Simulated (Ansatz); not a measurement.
A structure relaxed at PBE/def2-TZVPD in Ansatz, charge -1, singlet:

```xyz
7

Li    1.093   -0.748   -1.611
Li   -0.543   -0.470    0.900
Li   -0.869   -2.856   -0.504
Li    0.839    1.868   -0.430
Li   -1.077    2.035    1.960
Na    2.399   -0.408    1.317
Na   -1.843    0.580   -1.632
```

Task: Give its formula.

Result: Na₂Li₅⁻.

Task: Summarise the bond lengths by kind (pairs closer than 1.2 times the sum of covalent radii, bridged metal pairs left out).

Result: 6 × Li–Li 2.77 to 3.07 Å; 6 × Li–Na 2.97 to 3.27 Å.

The restricted singlet is unstable towards broken spin symmetry in Hartree–Fock (as tested in another run); at PBE/def2-TZVPD this wasn't settled. The highest occupied level of the charge -1 singlet lies above zero (up to 0.19 eV). The electron is either unbound and held by the finite basis, or the level is raised by self-interaction error. Another isomer (singlet) lies 0.18 eV lower at PBE0/def2-TZVPD; other spin states weren't run for this one.
